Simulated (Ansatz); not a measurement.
Relaxation of C$_{2}$H$_{8}$SSi$_{3}$ (14 atoms, charge 0, multiplicity 1), to a largest force component of 0.015 eV/Å in at most 40 steps.

The calculation used Ansatz, RKS PBE0-D4/def2-SVP.

```xyz
14
Properties=species:S:1:pos:R:3:forces:R:3
Si -0.585 0.122 2.825 -1.10 1.17 0.05
S 0.483 1.565 1.631 -0.49 2.05 2.63
C 0.858 0.820 0.218 1.83 0.74 -1.10
C 1.701 1.071 -0.821 -3.58 -3.07 2.01
Si 0.832 -0.539 -0.872 1.41 -1.19 -1.32
Si -0.870 -0.657 -2.319 -0.69 0.14 -1.38
H 0.269 -0.979 3.161 0.64 -0.92 0.38
H -1.722 -0.321 1.982 -0.18 -0.24 0.03
H -1.135 0.846 4.084 0.50 -0.39 -0.83
H 2.270 1.804 -1.213 2.20 2.81 -1.21
H 1.791 -1.643 -0.647 -0.19 -0.58 0.08
H -1.845 0.426 -2.018 0.00 0.16 0.12
H -0.465 -0.488 -3.783 0.02 -0.07 0.53
H -1.589 -1.927 -2.220 -0.36 -0.62 0.01
```

**Question.** Where does it end, and by what steps?

**Answer.** The run converged. After 14 steps the energy has fallen by 0.809 eV; H14 moved furthest, 0.77 Å.

```json
{"step": "0", "energy less start (eV)": "0.0000", "largest force component (eV/Å)": "3.585", "accepted": "yes"}
{"step": "1", "energy less start (eV)": "-0.6300", "largest force component (eV/Å)": "1.375", "accepted": "yes"}
{"step": "2", "energy less start (eV)": "-0.7568", "largest force component (eV/Å)": "0.400", "accepted": "yes"}
{"step": "3", "energy less start (eV)": "-0.7777", "largest force component (eV/Å)": "0.100", "accepted": "yes"}
{"step": "4", "energy less start (eV)": "-0.7864", "largest force component (eV/Å)": "0.247", "accepted": "yes"}
{"step": "5", "energy less start (eV)": "-0.7947", "largest force component (eV/Å)": "0.236", "accepted": "yes"}
{"step": "6", "energy less start (eV)": "-0.7983", "largest force component (eV/Å)": "0.151", "accepted": "yes"}
{"step": "7", "energy less start (eV)": "-0.8007", "largest force component (eV/Å)": "0.090", "accepted": "yes"}
{"step": "8", "energy less start (eV)": "-0.8036", "largest force component (eV/Å)": "0.071", "accepted": "yes"}
{"step": "9", "energy less start (eV)": "-0.8060", "largest force component (eV/Å)": "0.091", "accepted": "yes"}
{"step": "10", "energy less start (eV)": "-0.8071", "largest force component (eV/Å)": "0.082", "accepted": "yes"}
{"step": "11", "energy less start (eV)": "-0.8082", "largest force component (eV/Å)": "0.050", "accepted": "yes"}
{"step": "12", "energy less start (eV)": "-0.8088", "largest force component (eV/Å)": "0.034", "accepted": "yes"}
{"step": "13", "energy less start (eV)": "-0.8091", "largest force component (eV/Å)": "0.031", "accepted": "yes"}
{"step": "14", "energy less start (eV)": "-0.8093", "largest force component (eV/Å)": "0.014", "accepted": "yes"}
```

```xyz
14
Properties=species:S:1:pos:R:3
Si -0.668 0.072 2.516
S 0.658 1.649 1.879
C 1.061 0.940 0.345
C 1.759 1.264 -0.747
Si 1.020 -0.401 -0.922
Si -0.956 -0.726 -2.122
H 0.069 -1.221 2.613
H -1.798 -0.073 1.551
H -1.180 0.483 3.856
H 2.353 2.108 -1.101
H 1.865 -1.621 -0.731
H -1.727 0.555 -2.107
H -0.685 -1.126 -3.538
H -1.776 -1.803 -1.482
```

Whether the end is a true minimum wasn't checked by a vibrational analysis.

Run time: 55 s on 2 threads of AMD EPYC 9R14 (Zen 4), on a shared host, peak memory 0.4 GiB.
